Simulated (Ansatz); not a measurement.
Cost and result for the atomization energy of C₂H₄BN (`C#CBN`) (8 atoms, 7 bonds).

Charge 0, multiplicity 1. Geometry: relaxed with PBE0-D4/def2-TZVP. It is one conformer, not always the lowest. Program: Ansatz. All runs use 2 threads of an Arm Neoverse V1 on a shared host. Times are those of one run each, without the atoms' runs, and a repeat can differ threefold. Electronic energies, without spin–orbit coupling; frozen cores. CCSD(T)/CBS adds CCSD(T) − MP2 in def2-TZVPP to the MP2 limit, and its time is that of the two runs behind it. T1 = 0.014. HSE06 is the plane-wave form, built on full-range PBE exchange.

CCSD(T)/CBS is a level of theory with its own doubt, some kJ/mol a heavy atom from the limit and from the frozen cores, so smaller differences don't rank the functionals.

```
                           level  functions  wall time
          LDA (SPW92)/def2-TZVPP        180     0.95 s
            revPBE-D4/def2-TZVPP        180      1.4 s
              BLYP-D4/def2-TZVPP        180      1.7 s
                CCSD(T)/def2-SVP         76        2 s
             BHLYP-D4/def2-TZVPP        180        2 s
             HSE06-D4/def2-TZVPP        180      2.2 s
           r2SCANh-D4/def2-TZVPP        180      3.4 s
             PBE-QIDH/def2-TZVPP        180      3.7 s
               B97M-V/def2-TZVPP        180        7 s
ωB97M-V/def2-TZVPP (with forces)        180        8 s
                  MP2/def2-QZVPP        348       13 s
              CCSD(T)/def2-TZVPP        180       37 s
               CCSD(T)/CBS(def2)          –       50 s
```

Task: What atomization energy does each give, and how far from CCSD(T)/CBS? (An estimate is asked.)

Result: Ansatz gave: 
```csv
level,atomization (kJ/mol),difference from CCSD(T)/CBS,per bond
LDA (SPW92)/def2-TZVPP,3856.7,502.5,71.8
revPBE-D4/def2-TZVPP,3378.4,24.2,3.5
BLYP-D4/def2-TZVPP,3402.7,48.5,6.9
CCSD(T)/def2-SVP,3199.8,-154.4,-22.0
BHLYP-D4/def2-TZVPP,3273.5,-80.7,-11.5
HSE06-D4/def2-TZVPP,3395.2,41.0,5.9
r2SCANh-D4/def2-TZVPP,3349.8,-4.4,-0.6
PBE-QIDH/def2-TZVPP,3353.4,-0.8,-0.1
B97M-V/def2-TZVPP,3375.4,21.2,3.0
ωB97M-V/def2-TZVPP (with forces),3384.7,30.5,4.4
MP2/def2-QZVPP,3401.1,46.9,6.7
CCSD(T)/def2-TZVPP,3266.0,-88.2,-12.6
CCSD(T)/CBS(def2),3354.2,0.0,0.0
```

From PBE to PBE0 (25 % exact exchange), in def2-TZVPP and without D4, the atomization energy moves by −78.7 kJ/mol: exact exchange takes away binding that semilocal exchange gives to molecules. In def2-TZVPP, CCSD(T) changes the Hartree–Fock value by +811.4 kJ/mol (the triples alone add +58.3 kJ/mol) and MP2 by +894.4 kJ/mol; breaking electron pairs costs correlation energy, which Hartree–Fock lacks. The D4 term adds +17.5 kJ/mol with B3LYP and +9.1 kJ/mol with PBE0; it sums over pairs of atoms, weighted by their polarisabilities, and B3LYP, whose exchange is more repulsive, gets the larger term.

B3LYP here is the variant with VWN-RPA as its local correlation; programs differ in this.
